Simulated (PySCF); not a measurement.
Computed IR spectrum (relative IR intensity) of a molecule C5H5Cl. Coordinates come from a r2SCAN-D4/def2-SVP optimisation. Other conformers were not sampled. Method: PySCF 2.14.0 with r2SCAN-D4/def2-SVP. Frequencies are harmonic and unscaled.

```json
[
 {"ν (cm⁻¹)": "275", "relative intensity": "3.3"},
 {"ν (cm⁻¹)": "310", "relative intensity": "10"},
 {"ν (cm⁻¹)": "662", "relative intensity": "100"},
 {"ν (cm⁻¹)": "814", "relative intensity": "2.4"},
 {"ν (cm⁻¹)": "845", "relative intensity": "81"},
 {"ν (cm⁻¹)": "872", "relative intensity": "37"},
 {"ν (cm⁻¹)": "892", "relative intensity": "48"},
 {"ν (cm⁻¹)": "959", "relative intensity": "48"},
 {"ν (cm⁻¹)": "964", "relative intensity": "14"},
 {"ν (cm⁻¹)": "1145", "relative intensity": "2.2"},
 {"ν (cm⁻¹)": "1240", "relative intensity": "7.8"},
 {"ν (cm⁻¹)": "1348", "relative intensity": "3.3"},
 {"ν (cm⁻¹)": "1457", "relative intensity": "5.0"},
 {"ν (cm⁻¹)": "1658", "relative intensity": "65"},
 {"ν (cm⁻¹)": "2039", "relative intensity": "98"},
 {"ν (cm⁻¹)": "3105", "relative intensity": "5.8"},
 {"ν (cm⁻¹)": "3137", "relative intensity": "4.5"},
 {"ν (cm⁻¹)": "3186", "relative intensity": "8.4"},
 {"ν (cm⁻¹)": "3201", "relative intensity": "10"}
]
```

Task: Pick the molecule that these values belong to.
(A) C=C=C/C=C/Cl
(B) C#CC/C=C/Cl
(C) C=C=CC(=C)Cl
(D) C#C[C@H]1C[C@H]1Cl

Result: A, C=C=C/C=C/Cl
